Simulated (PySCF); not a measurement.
N²⁺ (nitrogen, charge +2) across methods

[He] 2s1 2p1 3d1, one real determinant (an excited configuration). Calculation: PySCF 2.14, in dyall-av3z (15s9p3d2f, 71 functions); no relativity, point nucleus.

| method | E (hartree) | mean ε 2s α (eV) | mean ε 2p α (eV) | mean ε 3d α (eV) | Σ⟨r²⟩ (bohr²) | ⟨S²⟩ |
| --- | --- | --- | --- | --- | --- | --- |
| UHF | -51.37561 | -69.152 | -59.081 | -14.126 | 12.51 | 3.750 |
| PBE0 | -51.4411 | -61.701 | -51.401 | -12.885 | 12.24 | 3.750 |
| BP86 | -51.4925 | -59.128 | -48.714 | -12.461 | 12.15 | 3.750 |
| LDA | -51.0180 | -58.839 | -48.328 | -12.103 | 12.12 | 3.750 |
| TPSSh | -51.5044 | -60.444 | -50.194 | -12.518 | 12.21 | 3.750 |
| PBE | -51.4379 | -59.077 | -48.724 | -12.359 | 12.15 | 3.750 |
| r2SCAN | -51.4756 | -59.906 | -49.702 | -12.232 | 12.25 | 3.750 |
| wB97M-V | -51.4903 | -63.713 | -53.242 | -14.362 | 11.99 | 3.750 |
| M06-L | -51.5037 | -59.700 | -49.527 | -12.462 | 12.31 | 3.750 |

⟨L²⟩ = 8.01 against 12 for a pure F term, so this real determinant mixes terms. The outer electron is Rydberg-like, and this basis confines it to a smaller radius and binds it less than a complete one would.
